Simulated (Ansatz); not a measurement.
Ansatz (a first-principles code) input (B3LYP/def2-TZVPD):

Ansatz 0.2 input:
```yaml
crystal:
  periodic: [false, false, false]
  atoms:
    - {symbol: Ge, position_ang: [1.53254420, -0.06948672, 0.03692405]}
    - {symbol: C, position_ang: [-0.36275593, 0.04468807, 0.01000572]}
    - {symbol: C, position_ang: [-1.25430099, -0.59332383, 0.91242740]}
    - {symbol: C, position_ang: [-2.56631076, -0.31082895, 0.50421406]}
    - {symbol: C, position_ang: [-2.50242629, 0.50029867, -0.65343792]}
    - {symbol: C, position_ang: [-1.15100254, 0.71850266, -0.95989115]}
    - {symbol: H, position_ang: [2.23523050, 1.19549776, -0.54422771]}
    - {symbol: H, position_ang: [2.18479987, -1.24433165, -0.77287339]}
    - {symbol: H, position_ang: [2.11538064, -0.25740546, 1.47068520]}
    - {symbol: H, position_ang: [-0.96538567, -1.18753497, 1.77045526]}
    - {symbol: H, position_ang: [-3.47121751, -0.64174829, 0.99972447]}
    - {symbol: H, position_ang: [-3.34995967, 0.89840745, -1.19851860]}
    - {symbol: H, position_ang: [-0.76948368, 1.30467073, -1.78672376]}
basis:
  gaussian:
    orbitals: def2-TZVPD
hamiltonian:
  xc: {name: B3LYP}
total_charge: -1
output: {forces: true}
```

Output:

```
Functional definition: B3LYP
integrals: 0.32 GiB planned
1641 factors; their error is unknown
0.52 GiB of the device are held for the grids
1.93 GiB of device memory are held for the factors and their scratch space
mean field: 2.20 GiB planned
mean field evaluation 1: about -61811.7598 eV, gradient 6.1e1 eV
mean field evaluation 2: about -61748.7456 eV, gradient 1.5e2 eV
mean field evaluation 4: about -61820.3232 eV, gradient 6.2e0 eV
mean field evaluation 8: about -61820.3639 eV, gradient 7.8e-2 eV
mean field evaluation 16: about -61820.5419 eV, gradient 1.2e-3 eV
mean field -61820.54192504 eV, -2271.8630122771 hartree, gradient 3.5e-5 eV, S^2 0.000000; 0 other end points of the search recorded, 0 dependent functions left out
the calculation of the forces begins
reference -61820.54227453 eV, -2271.8630251205 hartree; 35, 35 occupied and 267, 267 virtual orbitals, 1641 factors
Total energy: -61820.54227453 eV, -2271.8630251205 hartree
Atom 0 at     1.532544    -0.069487     0.036924 Å, force     0.083693    -0.001999     0.002449 eV/Å
Atom 1 at    -0.362756     0.044688     0.010006 Å, force    -0.046630     0.002487     0.000336 eV/Å
Atom 2 at    -1.254301    -0.593324     0.912427 Å, force     0.016990     0.010104    -0.022735 eV/Å
Atom 3 at    -2.566311    -0.310829     0.504214 Å, force    -0.022800     0.017761    -0.016925 eV/Å
Atom 4 at    -2.502426     0.500299    -0.653438 Å, force    -0.024970    -0.008826     0.020702 eV/Å
Atom 5 at    -1.151003     0.718503    -0.959891 Å, force     0.014430    -0.018279     0.018067 eV/Å
Atom 6 at     2.235231     1.195498    -0.544228 Å, force     0.007268     0.005329    -0.000011 eV/Å
Atom 7 at     2.184800    -1.244332    -0.772873 Å, force    -0.000347    -0.007000    -0.005061 eV/Å
Atom 8 at     2.115381    -0.257405     1.470685 Å, force     0.006576     0.001416     0.005751 eV/Å
Atom 9 at    -0.965386    -1.187535     1.770455 Å, force    -0.008535    -0.008679     0.015188 eV/Å
Atom 10 at    -3.471218    -0.641748     0.999724 Å, force    -0.009907    -0.006095     0.003871 eV/Å
Atom 11 at    -3.349960     0.898407    -1.198519 Å, force    -0.009049     0.002110    -0.007868 eV/Å
Atom 12 at    -0.769484     1.304671    -1.786724 Å, force    -0.006719     0.011671    -0.013764 eV/Å
Dipole moment:     0.762594    -0.023876     0.026156 e Å
```

It need not be the lowest isomer of its formula. Whether it binds its extra electron was not tested at this geometry.
